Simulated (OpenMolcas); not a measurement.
Hf2+.

```
Program             : OpenMolcas 26.06
Method              : CASSCF
Basis               : ANO-RCC-VDZP [7s6p4d2f1g]
Scalar Hamiltonian  : DKH2, point nucleus
Active space        : 2 electrons in 5 orbitals (5d)
State averaging     : 2S+1 = 3 even, 10 roots; 2S+1 = 1 even, 15 roots
Spin-orbit coupling : state interaction with AMFI integrals over the reference wave functions, term energies averaged over their components
```

Levels without dynamic correlation, in cm⁻¹ above 5d² ³F₂:

| Level | E |
| --- | --- |
| 5d² ³P₀ | 10347 |
| 5d² ¹G₄ | 16072 |
| 5d² ¹S₀ | 33484 |

On this reference, SS-CASPT2, IPEA 0.25 Eh, imaginary shift 0.1 Eh (closed shells correlated: 5s 5p) puts 5d² ³P₀ at 9150 cm⁻¹.

Question: Estimate the other levels at that method by one scale factor, and say how well it serves.

Answer: The factor is 9150 / 10347 = 0.884. Scaled values beside those that SS-CASPT2 gives:
| Level | Scaled | SS-CASPT2 | Miss (%) |
| --- | --- | --- | --- |
| 5d² ¹G₄ | 14208 | 15700 | -9.5 |
| 5d² ¹S₀ | 29600 | 26410 | +12.1 |
For these levels the scaled values miss SS-CASPT2 by up to 12.1 %, as correlation changes each term by its own factor, spin-orbit parts do not scale and CASPT2 has its own spread within terms. This holds within one configuration; levels of others move differently, and the target method has errors of its own against measurement.

CASPT2 does not keep the components of a term degenerate, so their means are used; among the terms shown or strongly mixed into the levels shown the widest spread is 180 cm-1 (5d² ¹G, SS-CASPT2). Configurations with an s electron lie low in 5d ions of this charge, fall among these levels and mix in, so low-spin terms can stand far too high, up to twice their true height, and weights are not those of the real levels. Without dynamic correlation excited terms often stand tens of per cent too high (terms of higher spin than the ground term too low), and those without a measured partner can miss by more than the paired ones (holds for CASSCF). Levels of configurations outside the active space are missing.
